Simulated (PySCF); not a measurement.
**Molecular orbitals of CuH**

B3LYP at R = 1.483 Å; basis Cu def2-TZVPPD, H def2-TZVPPD; no relativity; PySCF 2.14. State: ¹Σ⁺ (singlet), closed shell. Only the outer orbitals are listed, counted within each symmetry.

| orbital | occ. | ε (eV) | on Cu (%) | main shells (%) |
| --- | --- | --- | --- | --- |
| 6σ | 2 | -9.19 | 74 | 54 Cu d, 26 H s, 15 Cu s |
| 3π | 2 | -7.78 | 100 | 100 Cu d |
| 3π | 2 | -7.78 | 100 | 100 Cu d |
| 1δ | 2 | -7.58 | 100 | 100 Cu d |
| 1δ | 2 | -7.58 | 100 | 100 Cu d |
| 7σ | 2 | -6.56 | 91 | 47 Cu s, 41 Cu d, 10 H s |
| 8σ | 0 | -2.37 | 84 | 42 Cu s, 39 Cu p, 16 H s |
| 4π | 0 | -0.34 | 98 | 98 Cu p |
| 4π | 0 | -0.34 | 98 | 98 Cu p |

Problem. Which are the highest filled and the lowest empty level, where do they sit, and how wide is the gap?

Solution. Highest filled 7σ at -6.56 eV (in %: 47 Cu s, 41 Cu d, 10 H s); lowest empty 8σ at -2.37 eV (in %: 42 Cu s, 39 Cu p, 16 H s); the gap at B3LYP is 4.19 eV.

```
bond order (Mayer)                              : 0.88
⟨S²⟩                                            : 0.000
charge on Cu (Mulliken, basis-dependent)        : -0.30
charge on Cu (Löwdin, basis-dependent)          : 0.24
dipole moment (positive dipole means Cu(−)H(+)) : -2.66 D
polarisability along the bond                   : 37.2 bohr³
polarisability across the bond                  : 30.7 bohr³
```
